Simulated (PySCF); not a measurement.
These 3 structures share the formula C6H9P. Level of theory: PySCF, PBE0-D3(BJ)/def2-SVP geometry optimisation, gas phase. Energies are electronic, without zero-point or thermal terms, for one conformer each. No frequencies were run at this level. Point groups hold within 0.08 Å.

Question: Rank from lowest to highest electronic energy at this level (kcal/mol).
A. `[CH2:1]=[CH:2][P:3]([CH3:4])[C:5]#[C:6][CH3:7]` with C1–C2–P3–C4 24°
B. `Cc1c[pH]c(C)c1`
C. `[CH3:1][C:2]#[C:3][PH:4][CH:5]1[CH2:6][CH2:7]1` with C3–P4–C5–C6 -96°

Answer: B (0.0), A (43.4), C (46.2).

As drawn, the highest has a three-membered ring, which the lowest lacks.

| SMILES | E (Eh) | E rel (kcal/mol) | dipole (D) | point group | A, B, C (MHz) |
| --- | --- | --- | --- | --- | --- |
| Cc1c[pH]c(C)c1 | -574.70971 | 0.0 | 1.09 | – | 3746, 1776, 1235 |
| C=CP(C)C#CC | -574.64047 | 43.4 | 1.49 | C1 | 3956, 1087, 959.3 |
| CC#CPC1CC1 | -574.63607 | 46.2 | 1.55 | C1 | 5472, 957.0, 856.9 |

How do the relative energies change in single points at PBE0/pcSseg-1 (no added dispersion term) on the same geometries?

```tsv
SMILES	PBE0-D3(BJ)/def2-SVP (kcal/mol)	PBE0/pcSseg-1 (kcal/mol)	shift
Cc1c[pH]c(C)c1	0.0	0.0	0.0
C=CP(C)C#CC	43.4	39.5	-3.9
CC#CPC1CC1	46.2	44.0	-2.2
```

Each column counts from its own lowest isomer. The order is unchanged; the largest shift is 3.9 kcal/mol.
